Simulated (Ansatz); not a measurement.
Sn10H15, a cluster with a defect cut from the lattice of tin (one cap removed): single points at one geometry.

```yaml
crystal:
  periodic: [false, false, false]
  atoms:
    - {symbol: Sn, position_ang: [0.047724, -3.412693, 0.043542]}
    - {symbol: Sn, position_ang: [0.136547, -0.150338, -3.195964]}
    - {symbol: Sn, position_ang: [-3.201908, -0.140698, 0.138844]}
    - {symbol: Sn, position_ang: [0.041541, -0.036788, 3.413772]}
    - {symbol: Sn, position_ang: [0.134779, 3.194426, 0.141555]}
    - {symbol: Sn, position_ang: [3.411707, -0.033416, 0.036086]}
    - {symbol: Sn, position_ang: [-1.567528, -1.687087, -1.558926]}
    - {symbol: Sn, position_ang: [1.502201, -1.492768, 1.499006]}
    - {symbol: Sn, position_ang: [1.672061, 1.563753, -1.567832]}
    - {symbol: Sn, position_ang: [-1.570009, 1.561984, 1.682022]}
    - {symbol: H, position_ang: [1.146759, -4.371995, -0.880063]}
    - {symbol: H, position_ang: [-0.859801, -4.387557, 1.142060]}
    - {symbol: H, position_ang: [1.161596, -1.175585, -4.135908]}
    - {symbol: H, position_ang: [-0.846248, 0.829254, -4.226519]}
    - {symbol: H, position_ang: [-4.161170, -1.154683, 1.156666]}
    - {symbol: H, position_ang: [-4.210712, 0.849192, -0.856401]}
    - {symbol: H, position_ang: [-0.871331, -1.135222, 4.383978]}
    - {symbol: H, position_ang: [1.135863, 0.886465, 4.378603]}
    - {symbol: H, position_ang: [-0.848878, 4.218794, -0.843547]}
    - {symbol: H, position_ang: [1.157155, 4.138442, 1.165513]}
    - {symbol: H, position_ang: [4.377578, -1.129399, -0.883997]}
    - {symbol: H, position_ang: [4.380494, 0.887448, 1.128694]}
    - {symbol: H, position_ang: [-2.498908, -2.819544, -2.491425]}
    - {symbol: H, position_ang: [2.795608, 2.499955, -2.506547]}
    - {symbol: H, position_ang: [-2.502221, 2.495560, 2.812889]}
basis:
  gaussian: {orbitals: def2-TZVP, fitting: {mean_field: def2-universal-jkfit}, initial_orbitals: start.molden}
magnetization: {spin_polarized: true, initial_magnetization: 1}
hamiltonian: {xc: pbe, dispersion: d4}
scf: {omitted_lower_state_checks: [starts]}
output: {orbitals: {seedname: orbitals}}
```

The file start.molden holds the orbitals of an earlier run on this structure, at another level or in another basis.

```sh
$ ansatz run in.yaml --threads 2 --pin off --events-out ev --progress --plain --max-ram 22528MiB --backend cuda --devices 0, --max-vram 18GiB
```

It prints (some lines left out):

```
Functional definition: PBE
2450 factors; integrals over basis functions are off by at most 6.1e-1 eV
mean field evaluation 1: about -58561.6988 eV, gradient 9.0e0 eV
mean field evaluation 2: about -58562.1108 eV, gradient 4.2e-1 eV
mean field evaluation 4: about -58562.1067 eV, gradient 8.6e-3 eV
mean field -58562.10673688 eV, -2152.1177277589 hartree, gradient 2.5e-5 eV, S^2 0.753402; 0 other end points of the search recorded, 0 dependent functions left out
reference -58562.10685797 eV, -2152.1177322085 hartree; 118, 117 occupied and 472, 473 virtual orbitals, 2450 factors
Total energy: -58563.56593950 eV, -2152.1713524660 hartree
Checks for a lower state left out: starts
```

Hardware: 2 threads of AMD EPYC 7R13 on a shared host and a share (18 GiB) of an NVIDIA H100 80GB HBM3. Wall time 7 s, peak host memory 1.1 GiB.

As the first input, with `hamiltonian: {xc: {name: CAM-B3LYP}, dispersion: d4}` (abridged; 8.6 s):

```
Functional definition: CAM-B3LYP
mean field -58558.03151358 eV, -2151.9679660647 hartree, gradient 1.2e-5 eV, S^2 0.755298
Total energy: -58559.51446304 eV, -2152.0224634520 hartree
Checks for a lower state left out: starts
```

First input, but with `gaussian: {orbitals: def2-TZVP, fitting: {mean_field: def2-universal-jkfit}}`, `hamiltonian: {xc: pbe0, dispersion: d4}` (abridged; 11 s):

```
Functional definition: PBE0
mean field evaluation 16: about -58565.3206 eV, gradient 2.4e-4 eV
mean field -58565.32058708 eV, -2152.2358345752 hartree, gradient 4.4e-5 eV, S^2 0.755508
Total energy: -58566.65806767 eV, -2152.2849860803 hartree
Checks for a lower state left out: starts
```

Geometry: PBE-D4/def2-SVP, that of the charge +1 singlet.

In the def2 sets Sn takes a core potential; there is no spin–orbit coupling. Single mean-field runs in def2-TZVP are fitted with def2-universal-jkfit.
